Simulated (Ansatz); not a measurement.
## Ansatz (development build ahead of 0.2.0) run

```yaml
crystal:
  periodic: [false, false, false]
  atoms:
    - { symbol: Be, position_ang: [-0.74, -0.74, 0.74] }
    - { symbol: Be, position_ang: [-0.74, 0.74, -0.74] }
    - { symbol: Be, position_ang: [0.74, 0.74, 0.74] }
    - { symbol: Be, position_ang: [0.74, -0.74, -0.74] }
basis:
  gaussian: { orbitals: def2-SVP }
hamiltonian:
  xc: hf
output:
  forces: true
```

The input is written out in the form of the current development build from the run's settings.

The run gave:

```
Converged    : yes
Total energy : -58.28236 hartree
```

Forces (eV/Å):
```
atom      Fx      Fy      Fz
 Be1  -0.096  -0.096   0.096
 Be2  -0.096   0.096  -0.096
 Be3   0.096   0.096   0.096
 Be4   0.096  -0.096  -0.096
```
